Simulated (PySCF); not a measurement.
**From PBE0 to CCSD(T): MTl along the third period**

PBE0 and CCSD(T) in PySCF with def2-SVP on every atom (core potentials on Tl), for the lowest determinant that a PBE0 search found; no spin–orbit coupling.

```tsv
molecule	state (unpaired electrons)	PBE0 Re (Å)	PBE0 ωe (cm⁻¹)	PBE0 De (eV)	CCSD(T) Re (Å)	CCSD(T) ωe (cm⁻¹)	CCSD(T) De (eV)
NaTl	singlet (closed shell)	3.276	133	0.73	3.334	130	0.70
MgTl	doublet (π ↑)	3.038	142	0.41	3.116	121	0.26
AlTl	triplet (σ ↑, π ↑)	2.924	183	1.35	2.918	188	1.10
TlSi	quartet (σ ↑, π ↑↑)	2.683	234	2.22	2.697	237	1.89
TlP	triplet (π ↑↑)	2.736	236	1.81	2.761	226	1.22
TlS	doublet (π ↑)	2.612	274	2.98	?	?	?
TlCl	singlet (closed shell)	2.519	298	4.33	2.520	302	3.88
```

Q: Estimate the CCSD(T) values of TlS by adding the mean shift from PBE0 to CCSD(T) of the other rows, and compare with the calculation.

A: The mean shifts are +2.8 pm, -4 cm⁻¹ and -0.30 eV, which give 2.640 Å, 270 cm⁻¹ and 2.68 eV. CCSD(T)/def2-SVP gives Re = 2.617 Å, ωe = 276 cm⁻¹, De = 2.47 eV.

Q: What are the mean differences of PBE0 from CCSD(T) over the whole series?

A: Re -2.5 pm, ωe +3 cm⁻¹, De +0.33 eV.

In a basis of this size CCSD(T) is itself not converged; it tends to give bonds that are too long and too weak.

Correlated steps freeze the inner cores (5 to 9 orbitals); shallow outer-core shells are correlated. Closed-shell solutions of metal pairs were not tested for spin polarisation, which can lower them a little. UHF and ROHF references stand side by side, which adds small steps between rows. Weak bonds: MgTl. Basis-set superposition, not corrected here, can be much of De in a small basis, most of all at correlated wavefunction levels. Functionals without a dispersion term scatter widely for such bonds, and LDA overbinds them. These are scalar-relativistic numbers at best; spin–orbit coupling would shift them, the dissociation energy most. Where the molecule has an RHF reference, its open-shell atoms are computed with UHF. States were picked by a PBE0 search and need not be the measured ground states.
